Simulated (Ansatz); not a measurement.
Consider the substitution at a C–Br bond: `C/C(Br)=[CH]\[AlH2]` + HCl → `C/C(Cl)=[CH]\[AlH2]` + HBr.

Program: Ansatz. Geometries: PBE0-D4/def2-TZVP. ΔE: electronic, gas phase. CCSD(T)/CBS adds triple-zeta CCSD(T) − MP2 to the extrapolated MP2 energy (def2 sets, frozen cores). This one scheme is used for every species. Double bonds are as drawn, so ΔE can hold a change between cis and trans. Functionals use def2-TZVPP. B3LYP here is the variant with VWN-RPA as its local correlation; programs differ in this. For Br outer-core shells are correlated without core-valence functions, which leaves a few kJ/mol of doubt a bond. Scalar relativity is left out up to krypton.

```
              species  B3LYP energy (Eh)
`C/C(Br)=[CH]\[AlH2]`        -2934.59268
                  HCl         -460.83627
`C/C(Cl)=[CH]\[AlH2]`         -820.63888
                  HBr        -2574.78969
```

(1) Work out ΔE.

Largest T1 diagnostic among the species: 0.011.

Answers

(1) ΔE = (-820.63888) + (-2574.78969) − (-2934.59268) − (-460.83627) = 0.00038 Eh = +1.0 kJ/mol. CCSD(T)/CBS gives +5.2 kJ/mol.

In def2-TZVPP, CCSD(T) changes the Hartree–Fock value by +7.2 kJ/mol (the triples alone add +0.6 kJ/mol) and MP2 by +9.7 kJ/mol.
